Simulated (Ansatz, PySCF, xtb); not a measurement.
Breaking the Pb1–H2 bond in H2OPb (SMILES [OH][PbH]) (multiplicity 1 held, fragments rigid). Energies count from the point at 1.879 Å.
Geometry at that point (charge 0, multiplicity 1):
```xyz
4

Pb    -0.120    -0.102     0.141
H     -1.486     0.021    -1.143
O      1.299     0.894    -1.058
H      0.945     1.158    -1.914
```

R- and RO- levels are restricted; in cc, def2 and unpolarised 6-31G sets they are followed outwards from rest. U- levels take the lowest unrestricted solution at each point, which mixes spins at long bonds. Active spaces are followed from a long bond inwards. Left out are points that failed, MP2 points that dive below the minimum, coupled-cluster points behind a jump of the amplitudes or a sharp parting from full CI or MRCI, small-basis points behind a change of solution, and semi-empirical points at long bonds. Curves can end on different states.

Correlated levels freeze the cores. Filled d and f shells under p-block atoms count as core. Rows in LANL2DZ carry no dispersion term and start afresh at each structure. LANL2DZ brings its own core potentials from Na on.

Run with Ansatz (Gaussian orbitals); PySCF for LANL2DZ rows; xtb for the GFN methods. Values without a source in brackets are computed. In def2 rows elements past Kr take small-core potentials, without spin–orbit coupling. The GFN methods have no spin term and hold the electronic entropy of 300 K.

Energies in kJ/mol.

```tsv
R (Å)	GFN2-xTB	U-PBE/def2-TZVPP	U-B3LYP/LANL2DZ	R-B3LYP/def2-TZVPP	FIC-MRCISD+Q on CASSCF(2,2)/def2-TZVPP
1.503	90	101	84	99	102
1.691	14	20	14	19	19
1.879	0	0	0	0	0
2.067	13	10	15	12	12
2.255	39	35	44	38	39
2.536	91	81	98	88	88
2.818	147	129	153	138	136
3.288	230	196	217	211	198
3.758	290	231	247	267	233
4.321	333	249	262	314	249
5.073	355	256	268	352	255
6.012	left out	256	269	376	256
```

Doubts at one or more of the structures used: a spin-contaminated determinant (U-PBE/def2-TZVPP, U-B3LYP/LANL2DZ); a restricted determinant that unrestricted orbitals would lower (R-B3LYP/def2-TZVPP).

Ansatz is an electronic-structure program.
